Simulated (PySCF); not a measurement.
C6H6O3S.
Z-matrix (Å and degrees, PBE0-D3(BJ)/def2-SVP geometry), rows numbered from 1:
```
O 
S   1  1.4526
O   2  1.4434  1  122.76
O   2  1.6247  1  106.93  3   121.83
C   2  1.7696  1  108.76  3  -128.46
C   5  1.3940  2  118.87  1   163.53
C   6  1.3918  5  118.64  2   179.30
C   7  1.3958  6  120.11  5     0.32
C   8  1.3947  7  120.47  6     0.27
C   9  1.3929  8  120.06  7    -0.38
H   4  0.9692  2  107.62  1    19.55
H   6  1.0916  5  119.70  2    -1.51
H   7  1.0921  6  119.74  5   179.84
H   8  1.0924  7  119.76  6   179.76
H   9  1.0921  8  120.19  7   179.13
H  10  1.0918  5  119.63  2     1.73
```

All values: PBE0/pcSseg-1 and wB97X-D/def2-SVPD (PySCF, non-relativistic), on one gas-phase PBE0-D3(BJ)/def2-SVP geometry that isn't relaxed in the solvent. The solvent is an IEF-PCM continuum (van der Waals radii × 1.2). The model holds no explicit solvent molecules, cavitation or dispersion.

Gas phase at PBE0/pcSseg-1: HOMO -8.13 eV, LUMO -1.51 eV, dipole 4.88 D.

Question: What does the continuum do to the energy, the frontier levels and the dipole at PBE0/pcSseg-1 in chloroform and acetonitrile?

Answer: 
```tsv
solvent	ε	E(solvent) − E(gas) (kJ/mol)	polarisation term (kJ/mol)	distortion of the solute (kJ/mol)	HOMO (eV)	LUMO (eV)	dipole (D)
chloroform	4.711	-32.67	-35.93	3.26	-7.94	-1.36	5.78
acetonitrile	35.69	-45.16	-51.48	6.32	-7.90	-1.33	6.13
```

Polarisation term: ½ Σ q·V over the induced surface charges. Distortion: the rise of the solute's own energy as its density leaves the gas-phase optimum. From chloroform to acetonitrile the lowering changes by a factor 1.38, Onsager's factor (ε − 1)/(2ε + 1) by 1.35 and ε itself by 7.6.

Question: Which radius a makes the point-dipole formula ΔE = −[(ε − 1)/(2ε + 1)]·μ²/a³ give the value in acetonitrile, with the gas-phase dipole?

Answer: μ = 1.920 au and |ΔE| = 0.01720 Eh give a = 2.48 Å; the farthest nucleus lies 3.42 Å from the centroid of the nuclei, so such a sphere wouldn't even hold the nuclei. The formula assumes a rigid point dipole at the centre of a sphere.

Question: Which ESP-fitted charges (PBE0/pcSseg-1) respond most in acetonitrile (means over atoms taken as equivalent)?

Answer: 
| atoms | environment | gas (e) | solvent (e) | change |
| --- | --- | --- | --- | --- |
| H11 | hydroxyl hydrogen | +0.423 | +0.473 | +0.050 |
| O1/O3 | sulfonyl oxygen | -0.491 | -0.536 | -0.045 |
| O4 | hydroxyl oxygen | -0.552 | -0.576 | -0.024 |
| C6/C10 | aromatic CH carbon | -0.137 | -0.159 | -0.022 |
| S2 | sulfonyl sulfur | +1.053 | +1.073 | +0.020 |
| H12/H16 | aromatic hydrogen | +0.170 | +0.188 | +0.018 |
| H13/H15 | aromatic hydrogen | +0.146 | +0.164 | +0.018 |
| H14 | aromatic hydrogen | +0.141 | +0.158 | +0.017 |
| C5 | substituted aromatic carbon | -0.083 | -0.074 | +0.009 |
| C7/C9 | aromatic CH carbon | -0.124 | -0.130 | -0.006 |
| C8 | aromatic CH carbon | -0.108 | -0.107 | +0.001 |

Question: Which Mayer bond orders change most in acetonitrile?

Answer: 
```json
{"bond": "S2–O3", "length (Å)": "1.443", "gas": "1.794", "solvent": "1.764", "change": "-0.030"}
{"bond": "S2–O4", "length (Å)": "1.625", "gas": "0.939", "solvent": "0.963", "change": "+0.024"}
{"bond": "C5–C6", "length (Å)": "1.394", "gas": "1.358", "solvent": "1.340", "change": "-0.018"}
{"bond": "O4–H11", "length (Å)": "0.969", "gas": "0.922", "solvent": "0.904", "change": "-0.018"}
{"bond": "S2–C5", "length (Å)": "1.770", "gas": "0.926", "solvent": "0.941", "change": "+0.015"}
{"bond": "O1–S2", "length (Å)": "1.453", "gas": "1.747", "solvent": "1.733", "change": "-0.014"}
{"bond": "C10–C5", "length (Å)": "1.393", "gas": "1.369", "solvent": "1.358", "change": "-0.011"}
{"bond": "C8–C9", "length (Å)": "1.395", "gas": "1.431", "solvent": "1.425", "change": "-0.006"}
```

Question: How do the nuclear quadrupole coupling constants eQVzz/h respond in acetonitrile?

Answer: 
```json
{"nucleus": "17O at O1", "Q (barn)": "-0.0256", "gas (MHz)": "-8.46", "solvent (MHz)": "-8.52", "η gas": "0.08", "η solvent": "0.08"}
{"nucleus": "33S at S2", "Q (barn)": "-0.06781", "gas (MHz)": "-14.83", "solvent (MHz)": "-14.37", "η gas": "0.19", "η solvent": "0.03"}
{"nucleus": "17O at O3", "Q (barn)": "-0.0256", "gas (MHz)": "-8.40", "solvent (MHz)": "-8.37", "η gas": "0.13", "η solvent": "0.13"}
{"nucleus": "17O at O4", "Q (barn)": "-0.0256", "gas (MHz)": "-10.32", "solvent (MHz)": "-10.17", "η gas": "0.97", "η solvent": "0.96"}
```

Gas phase at wB97X-D/def2-SVPD: HOMO -9.93 eV, LUMO 0.14 eV, dipole 5.03 D.

Question: What does the continuum do to the energy, the frontier levels and the dipole at wB97X-D/def2-SVPD in chloroform and acetonitrile?

Answer: 
```
     solvent      ε  E(solvent) − E(gas) (kJ/mol)  polarisation term (kJ/mol)  distortion of the solute (kJ/mol)  HOMO (eV)  LUMO (eV)  dipole (D)
  chloroform  4.711                        -32.12                      -36.04                               3.92      -9.72       0.30        6.09
acetonitrile  35.69                        -44.61                      -52.43                               7.82      -9.66       0.33        6.51
```

Question: How does the static polarisability (wB97X-D/def2-SVPD, frozen core, with the continuum's full static response) change?

Answer: 
```tsv
medium	isotropic (au)	principal values (au)	⟨r²⟩ of the electrons (bohr²)
gas	97.2	66.8, 101.4, 123.3	1579.8
chloroform	122.7	82.9, 131.7, 153.4	1578.9
acetonitrile	135.0	92.7, 146.5, 165.7	1578.5
```

The isotropic value in acetonitrile is 1.39 times the gas-phase one; no cavity-field correction is applied. ⟨r²⟩ is taken about the centre of nuclear charge.

wB97X-D is run here without its empirical dispersion term; that term would change no orbital, density or response property at a fixed geometry.
